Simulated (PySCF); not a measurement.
**Electron correlation in S(2+) (sulfur, charge +2)**

[Ne] 3s1 3p2 4s1, high-spin 5P determinant (an excited configuration). All numbers are calculated (PySCF 2.14, no relativity, point nucleus, in aug-cc-pV(T+d)Z with one added diffuse shell each of s, p, d, f type (7s6p5d3f, 71 functions)). Frozen: [Ne]; 4 electrons correlated.

MP2 pair energies summed by pair of shells (mhartree):

```
 pair  energy  share (%)
3p-4s   -7.77       37.7
3p-3p   -7.28       35.3
3s-3p   -3.94       19.1
3s-4s   -1.61        7.8
```

Total MP2 correlation energy: -20.60 mhartree.

Same-spin part -20.60 and opposite-spin part 0.00 mhartree; SCS-MP2 scales them by 1/3 and 6/5 to -6.87 mhartree.
